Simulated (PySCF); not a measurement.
HgBr, SMILES [Hg][Br] (connectivity only; charge and spin as stated), neutral, multiplicity 2. Atoms are numbered in the order given.

```xyz
2

Hg     0.0000     0.0000    -0.7754
Br     0.0000     0.0000     1.7723
```
Charge 0, spin multiplicity 2.

The structure is a stationary point at r2SCAN-D4/def2-TZVP. The spin state was assumed, not searched. The def2 effective core potentials stand for the cores of Hg; spin–orbit coupling is left out.

All values below come from PBE/def2-TZVPD (PySCF).

Mulliken values depend strongly on the basis, most of all with diffuse functions as here. ESP charges are fitted to the potential on shells at 1.4 to 2.0 van der Waals radii. Atomic charges (e):

```json
[
 {"atom": "Hg1", "ESP fit": "0.24", "Mulliken": "0.31", "Mulliken spin": "0.59"},
 {"atom": "Br2", "ESP fit": "-0.24", "Mulliken": "-0.31", "Mulliken spin": "0.41"}
]
```
